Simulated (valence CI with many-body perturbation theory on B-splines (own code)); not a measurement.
E1 transitions of Sr XXVI

Method: relativistic CI+MBPT: three valence electrons over a frozen Dirac-Fock core [Ne], a basis of 11 s, 11 p, 9 d, 7 f, 5 g, 2 h, 1 i functions for each j, with the one-electron correlation potential Σ1 (screened to all orders), the two-electron term Σ2, the three-electron term Σ3, Breit, model QED; selected single and double excitations, second order for the rest (own B-spline code, finite nucleus).

No measured levels were compared; by estimate levels of excited configurations hold to 0.05 to 0.15 % of their energy, terms of the ground configuration to about 0.5 %.

Lines 151 to 200 of 280 in falling wavelength, among levels below 2218900 cm⁻¹, chosen from the strongest by gf and those to the six lowest levels. Wavelengths and rates use the calculated energies, so an error of 600 cm⁻¹ moves a line at 12.69 nm by 0.076 % and its rate by three times that or more. Electric multipoles are in the length gauge, E1 and E2 with the static RPA response of the core. Weak lines are less certain than strong ones. Lines between different terms over intervals too small for the method are left out, as are lines whose strength nearly cancels. Where a level lies close to another of its J and parity, the split of strength between their lines is uncertain. The highest levels of a list are the least certain.

Names give the largest LS component (configuration and term), which can be under half, so a name can repeat, a term be missing and a line seem to break the LS rules; names also repeat where a configuration has a term twice. Letters in brackets count levels of one name in rising energy.

| λ vac (nm) | Upper | Lower | A (s⁻¹) | log gf | Branch % |
| --- | --- | --- | --- | --- | --- |
| 12.69 | 3s.3p.3d 2D°_5/2 [a] | 3s.3p2 2D_5/2 | 5.86e+10 | -0.07 | 91.3 |
| 12.62 | 3s.3p.3d 4D°_5/2 | 3s.3p2 2D_3/2 | 6.94e+09 | -1.00 | 10.2 |
| 12.62 | 3s.3p.3d 4P°_1/2 | 3s.3p2 2D_3/2 | 7.40e+08 | -2.45 | 1.1 |
| 12.62 | 3s.3p.3d 4P°_3/2 | 3s.3p2 2D_3/2 | 1.04e+10 | -1.00 | 13.7 |
| 12.55 | 3s.3p.3d 2P°_1/2 [b] | 3s.3p2 2P_3/2 | 5.54e+10 | -0.58 | 33.4 |
| 12.45 | 3s.3p.3d 2D°_3/2 | 3s.3p2 2D_3/2 | 5.72e+10 | -0.27 | 67.5 |
| 12.44 | 3s.3p.3d 2P°_1/2 [b] | 3s.3p2 2S_1/2 | 2.50e+10 | -0.94 | 15.1 |
| 12.42 | 3p2.3d 2S_1/2 | 3p3 2P°_3/2 | 5.59e+10 | -0.59 | 48.4 |
| 12.42 | 3p2.3d 2P_3/2 [b] | 3p3 2P°_3/2 | 2.40e+10 | -0.65 | 24.8 |
| 12.41 | 3s.3p.3d 4F°_3/2 | 3s.3p2 4P_1/2 | 6.48e+08 | -2.22 | 3.7 |
| 12.39 | 3s2.3d 2D_3/2 | 3s2.3p 2P°_3/2 | 4.34e+10 | -0.40 | 39.6 |
| 12.38 | 3p2.3d 4P_5/2 | 3p3 4S°_3/2 | 2.64e+10 | -0.44 | 22.6 |
| 12.23 | 3p2.3d 4P_5/2 | 3p3 2D°_5/2 | 1.86e+10 | -0.60 | 15.9 |
| 12.22 | 3p3 2P°_1/2 | 3s.3p2 4P_3/2 | 2.87e+08 | -2.89 | 0.6 |
| 12.20 | 3s.3p.3d 2D°_5/2 [b] | 3s.3p2 2P_3/2 | 9.94e+10 | 0.12 | 59.7 |
| 12.19 | 3s.3p.3d 2P°_3/2 [b] | 3s.3p2 2S_1/2 | 7.54e+10 | -0.17 | 55.2 |
| 12.15 | 3s2.3d 2D_5/2 | 3s2.3p 2P°_3/2 | 7.94e+10 | 0.02 | 100.0 |
| 12.13 | 3s.3p.3d 2P°_3/2 [c] | 3s.3p2 2P_3/2 | 5.41e+10 | -0.32 | 31.2 |
| 12.11 | 3s.3p.3d 4P°_5/2 | 3s.3p2 4P_3/2 | 4.37e+10 | -0.24 | 74.0 |
| 12.07 | 3s.3p.3d 4D°_3/2 | 3s.3p2 4P_3/2 | 7.12e+09 | -1.21 | 9.2 |
| 12.00 | 3s.3p.3d 4D°_1/2 | 3s.3p2 4P_3/2 | 2.78e+09 | -1.92 | 2.9 |
| 11.97 | 3s.3d2 4F_3/2 | 3s.3p.3d 4D°_1/2 | 4.34e+10 | -0.43 | 34.9 |
| 11.96 | 3s.3p.3d 2D°_5/2 [a] | 3s.3p2 2D_3/2 | 1.58e+08 | -2.69 | 0.2 |
| 11.96 | 3p3 2P°_3/2 | 3s.3p2 4P_5/2 | 2.72e+06 | -4.63 | 0.0 |
| 11.92 | 3s.3p.3d 2P°_3/2 [a] | 3s.3p2 2P_1/2 | 9.96e+10 | -0.07 | 72.2 |
| 11.79 | 3s.3d2 4F_5/2 | 3s.3p.3d 4D°_3/2 | 3.28e+10 | -0.39 | 28.1 |
| 11.76 | 3s.3p.3d 2F°_7/2 [a] | 3s.3p2 2D_5/2 | 3.57e+10 | -0.23 | 69.5 |
| 11.69 | 3s.3p2 2S_1/2 | 3s2.3p 2P°_1/2 | 5.69e+09 | -1.63 | 8.9 |
| 11.62 | 3s.3d2 4F_7/2 | 3s.3p.3d 4P°_5/2 | 2.48e+10 | -0.40 | 21.1 |
| 11.59 | 3s.3p2 2P_3/2 | 3s2.3p 2P°_1/2 | 4.30e+10 | -0.46 | 38.6 |
| 11.58 | 3p2.3d 2P_1/2 [b] | 3p3 4S°_3/2 | 4.65e+10 | -0.73 | 35.8 |
| 11.56 | 3s.3p.3d 2F°_5/2 [a] | 3s.3p2 4P_5/2 | 1.74e+10 | -0.68 | 26.3 |
| 11.54 | 3p2.3d 2P_3/2 [b] | 3p3 2P°_1/2 | 1.44e+10 | -0.94 | 14.9 |
| 11.46 | 3s.3p.3d 4D°_7/2 | 3s.3p2 4P_5/2 | 6.93e+10 | 0.04 | 90.9 |
| 11.42 | 3s.3p.3d 4D°_5/2 | 3s.3p2 4P_5/2 | 4.08e+10 | -0.32 | 59.9 |
| 11.41 | 3s.3p.3d 4P°_3/2 | 3s.3p2 4P_5/2 | 1.94e+10 | -0.82 | 25.4 |
| 11.38 | 3p3 2P°_3/2 | 3s.3p2 4P_3/2 | 1.79e+10 | -0.86 | 32.9 |
| 11.34 | 3s.3d2 4F_5/2 | 3s.3p.3d 4F°_7/2 | 7.27e+09 | -1.08 | 6.2 |
| 11.31 | 3p2.3d 4P_5/2 | 3p3 2D°_3/2 | 2.42e+10 | -0.56 | 20.7 |
| 11.29 | 3p2.3d 2D_3/2 [a] | 3p3 4S°_3/2 | 2.10e+10 | -0.79 | 23.2 |
| 11.27 | 3s.3p.3d 2D°_3/2 | 3s.3p2 4P_5/2 | 1.70e+09 | -1.89 | 2.0 |
| 11.24 | 3p3 2P°_1/2 | 3s.3p2 4P_1/2 | 1.05e+09 | -2.40 | 2.1 |
| 11.22 | 3p2.3d 4P_3/2 | 3p3 2D°_3/2 | 7.36e+10 | -0.26 | 58.7 |
| 11.21 | 3s.3d2 4F_7/2 | 3s.3p.3d 4F°_7/2 | 2.58e+10 | -0.41 | 21.9 |
| 11.19 | 3p2.3d 2F_5/2 [b] | 3s.3p.3d 4F°_3/2 | 1.78e+10 | -0.70 | 12.6 |
| 11.17 | 3p2.3d 2P_1/2 [a] | 3p3 2D°_3/2 | 6.17e+10 | -0.64 | 60.7 |
| 11.17 | 3p2.3d 2F_7/2 [b] | 3s.3p.3d 4F°_7/2 | 1.86e+10 | -0.56 | 14.7 |
| 11.15 | 3p2.3d 2D_3/2 [b] | 3p3 4S°_3/2 | 3.68e+10 | -0.56 | 32.2 |
| 11.14 | 3p2.3d 2D_5/2 | 3p3 2D°_5/2 | 2.63e+10 | -0.53 | 22.6 |
| 11.11 | 3s.3p.3d 4D°_3/2 | 3s.3p2 4P_1/2 | 6.47e+10 | -0.32 | 83.7 |

**Question.** How does gf follow from A for the line at 12.13 nm?

**Answer.** gf = 1.4992 × (2J+1)_upper × A / σ², with σ = 824670 cm⁻¹ and 2J+1 = 4: gf = 0.477.
